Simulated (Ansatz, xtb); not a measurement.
## AlCl2H3Si2: which of two structures lies lower

Structure a: a singlet given by its coordinates. Structure b: `[SiH3][Si][Al]([Cl])[Cl]`, a singlet. Both are isolated molecules in the gas phase, relaxed with B3LYP-D3(BJ)/def2-SVP; the shapes shown needn't be the lowest conformers.

a (Å):

```xyz
8

Al    1.7752   -0.8007   -0.4971
Cl    1.6523   -1.1789    1.5689
Cl    3.1117   -1.9661   -1.6361
Si    0.5705    0.8975   -1.6249
Si    0.4049    0.4202   -3.7323
H    -0.5897    1.6061   -1.0171
H    -0.4775    1.1175   -4.7066
H     1.4662   -0.3800   -4.3950
```

Close contacts (Å): Al1–Cl2 2.10, Al1–Cl3 2.11, Al1–Si4 2.37, Si4–Si5 2.17, Si4–H6 1.49, Si5–H7 1.49, Si5–H8 1.49.

b (Å):

```csv
atom,x (Å),y (Å),z (Å)
Al,-1.4477,-0.3608,-0.1931
Cl,-0.7924,1.6308,-0.4791
Cl,-2.2335,-0.8812,1.6991
Si,0.7815,-2.6109,-1.0749
Si,-1.3032,-1.9525,-2.0514
H,1.5756,-1.5970,-0.3114
H,0.2660,-3.6203,-0.0873
H,1.7032,-3.3007,-2.0245
```

Task: Estimate which is lower in electronic energy at CCSD(T)/def2-SVP + ΔMP2/def2-TZVPP, and by roughly how much.

Result: The CCSD(T)/def2-SVP + ΔMP2/def2-TZVPP calculation puts structure a lower, by 0.438 eV.

The same difference at several levels:

| level | geometry | E(b) − E(a) (eV) | departure from the last row (eV) | job, with rough time for the two |
| --- | --- | --- | --- | --- |
| B3LYP-D3(BJ)/def2-SVP | B3LYP-D3(BJ)/def2-SVP | +0.437 | −0.001 | optimisation, 1.7 min |
| HF/def2-SVP | B3LYP-D3(BJ)/def2-SVP | +0.227 | −0.211 | part of the CCSD(T) run |
| MP2/def2-SVP | B3LYP-D3(BJ)/def2-SVP | +0.573 | +0.135 | part of the CCSD(T) run |
| CCSD(T)/def2-SVP | B3LYP-D3(BJ)/def2-SVP | +0.497 | +0.058 | single point |
| CCSD(T)/def2-SVP + ΔMP2/def2-TZVPP | B3LYP-D3(BJ)/def2-SVP | +0.438 |  | single point, 30 s |

The levels shown agree on the order. The largest departure from CCSD(T)/def2-SVP + ΔMP2/def2-TZVPP is that of HF/def2-SVP, 0.211 eV. Levels run at GFN2-xTB geometries aren't shown. The last row adds to CCSD(T) the change of the MP2 difference between the two basis sets, here −0.058 eV.

With harmonic frequencies from B3LYP-D3(BJ)/def2-SVP (ideal gas, rigid rotor, one conformer each, 298.15 K, 1 atm): on the last row, ΔE + ΔZPE = +0.440 eV. A mode under 50 cm⁻¹ makes harmonic enthalpies and free energies unreliable, so none is given.

The correlated steps freeze 25 core orbitals. Run with Ansatz 0.2.0; the last row on 2 threads of Intel(R) Xeon(R) Platinum 8259CL CPU @ 2.50GHz (Skylake/Cascade Lake) on a shared host.
